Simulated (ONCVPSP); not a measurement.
Transferability test, ONCV potential for bismuth

bismuth (Bi), optimised norm-conserving Vanderbilt (ONCV), made with ONCVPSP 4.0.1 (PBEsol, scalar-relativistic). Core [Xe] 4f14, reference 5d10 6s2 6p2.5 (charge +0.5). Waves: 6s: rc 2.00 bohr, ncon 4, nbas 8, qcut 3.3 1/bohr, 1 projector; 6p: rc 2.15 bohr, ncon 4, nbas 8, qcut 4.6 1/bohr, 2 projectors, debl 1.3 Ha; 5d: rc 1.80 bohr, ncon 3, nbas 8, qcut 10.2 1/bohr, 2 projectors, debl 3.5 Ha. Local part: polynomial inside 1.70 bohr (lpopt 2, dvloc0 0 Ha). Core correction: none.

Energies are relative to the spin-unpolarised reference configuration 5d10 6s2 6p2.5; without spin polarisation the order of configurations can differ from experiment.

| valence configuration | charge | ΔE all-electron (eV) | error AE − PS (meV) |
| --- | --- | --- | --- |
| 5d10 6s2 6p2 | +1 | 4.836 | -2.4 |
| 5d9 6s2 6p3 | +1 | 30.199 | -101 |

(1) What are ΔE and the potential's error for 5d10 6s2 6p3?

(2) What are ΔE and the potential's error for 5d10 6s2 6p1?

Note: no bound ghost flagged; GHOST(+) flagged for s at 13.8 eV, p at 83.9 eV.

## Answers

(1) ΔE = -3.113 eV all-electron; the error (AE − PS) is +1.3 meV.

(2) ΔE = 20.127 eV all-electron; the error (AE − PS) is -11 meV.
